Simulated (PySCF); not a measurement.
Run record: geometry optimisation, `[SiH3]C#C[SiH2][O][GeH3]`.

Computed with PBE0-D3(BJ)/def2-SVP geometry optimisation, gas phase (PySCF 2.14.0). Start geometry: GFN2-xTB. A driver script takes a list of jobs; this job's settings line and coordinates (Å) are shown.

Input:
```
{"job": {"xc": "PBE0", "basis": "def2-SVP", "d3": "d3bj", "grid": 1, "kind": "geom"}, "charge": 0, "multiplicity": 1}
Si    -3.629265     0.369041     0.829612
C     -1.984209     0.562763     0.007988
C     -0.901891     0.677177    -0.523601
Si     0.755570     0.835827    -1.337315
O      1.805415     0.021932    -0.394549
Ge     3.274222    -0.322273     0.432105
H     -4.269466    -0.836845     0.296543
H     -3.418998     0.245127     2.274886
H     -4.440371     1.552955     0.530323
H      1.147547     2.248175    -1.406048
H      0.765068     0.163861    -2.639075
H      4.204813    -0.934554    -0.575104
H      2.881163    -1.277970     1.514475
H      3.809724     0.974337     0.967595
```

Give the output.

```
step   0  E = -2810.98068554  max force = 0.028102
step   1  E = -2810.98602168  max force = 0.013149
step   2  E = -2810.98687503  max force = 0.003474
step   3  E = -2810.98699098  max force = 0.002143
step   4  E = -2810.98712585  max force = 0.004085
step   5  E = -2810.98732620  max force = 0.006364
step   6  E = -2810.98751790  max force = 0.005839
step   7  E = -2810.98767507  max force = 0.002174
step   8  E = -2810.98772789  max force = 0.000798
step   9  E = -2810.98774759  max force = 0.001391
... (10 lines left out)
step  20  E = -2810.98936938  max force = 0.002212
step  21  E = -2810.98942271  max force = 0.001234
step  22  E = -2810.98945515  max force = 0.002033
step  23  E = -2810.98948021  max force = 0.000422
step  24  E = -2810.98948785  max force = 0.000689
step  25  E = -2810.98951757  max force = 0.001110
step  26  E = -2810.98939532  max force = 0.002248
step  27  E = -2810.98956406  max force = 0.001497
step  28  E = -2810.98959027  max force = 0.000816
step  29  E = -2810.98960503  max force = 0.000396
optimisation converged
```

Energies in Eh; «max force» is the largest Cartesian gradient component in Eh/bohr.

Give the first gradient maximum in eV/Å.

With 1 Eh/bohr = 51.422 eV/Å, 1.445 eV/Å.

At which steps does the energy rise by more than 1e-5 Eh?

At steps 18 (+1.56 mEh) and 26 (+0.12 mEh).

Main results: final energy -2810.98961 Eh after 29 steps; dipole 1.41 D.

Where do the atoms end?

0.939 Å rms from the input after alignment:
```
atom  x, y, z in Å
Si1   -2.9098    0.0126    1.2225
C2    -1.5701    0.4462    0.0446
C3    -0.6603    0.7248   -0.7274
Si4    0.7682    1.1099   -1.8288
O5     2.1487    0.4908   -1.1686
Ge6    2.5689   -0.1865    0.4293
H7    -3.3635   -1.3850    0.9670
H8    -2.3875    0.1195    2.6158
H9    -4.0546    0.9512    1.0434
H10    0.8598    2.5913   -1.9638
H11    0.5244    0.4925   -3.1613
H12    4.0923   -0.3675    0.3954
H13    1.8418   -1.5311    0.5964
H14    2.1422    0.8136    1.5181
```

The run took 3.1 min on one thread of an Arm Neoverse V2, no GPU (shared host), and the process peaked at 0.67 GiB of memory.
Labels such as C1 count atoms from 1, the log's own numbers from 0.
